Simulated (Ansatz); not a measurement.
One change: `B/N=C\Cl` becomes `[SiH3]/N=C/Cl`.

Ansatz, PBE0-D4/def2-TZVP geometries, multiplicity 1. 

```
                                        property  `B/N=C\Cl`
             LUMO energy (B3LYP/def2-TZVPP) / eV       -1.29
            HOMO–LUMO gap (PBE0/def2-TZVPP) / eV        7.35
size of the dipole moment (B3LYP/def2-TZVPP) / D        1.32
           HOMO energy (ωB97M-V/def2-TZVPP) / eV      -10.58
             HOMO energy (B3LYP/def2-TZVPP) / eV       -8.20
               LUMO energy (PBE/def2-TZVPP) / eV       -2.09
```

(1) Give the same properties after the change, and the shifts. (An estimate is asked.)

Results:

(1) Ansatz gave: 
```tsv
property	`[SiH3]/N=C/Cl`	shift
LUMO energy (B3LYP/def2-TZVPP) / eV	-1.39	-0.10
HOMO–LUMO gap (PBE0/def2-TZVPP) / eV	6.82	-0.53
size of the dipole moment (B3LYP/def2-TZVPP) / D	1.83	0.51
HOMO energy (ωB97M-V/def2-TZVPP) / eV	-10.26	0.32
HOMO energy (B3LYP/def2-TZVPP) / eV	-7.76	0.44
LUMO energy (PBE/def2-TZVPP) / eV	-2.22	-0.13
```

With PBE0 the HOMO rises by 0.42 eV and the LUMO falls by 0.11 eV, so the gap narrows by about 0.53 eV. PBE moves the HOMO by 0.56 eV and ωB97M-V by 0.32 eV. The zero-point energy changes by 9.5 kJ/mol with +3 modes. Dipoles are sizes alone; their direction can turn.

B3LYP here is the variant with VWN-RPA as its local correlation; programs differ in this.
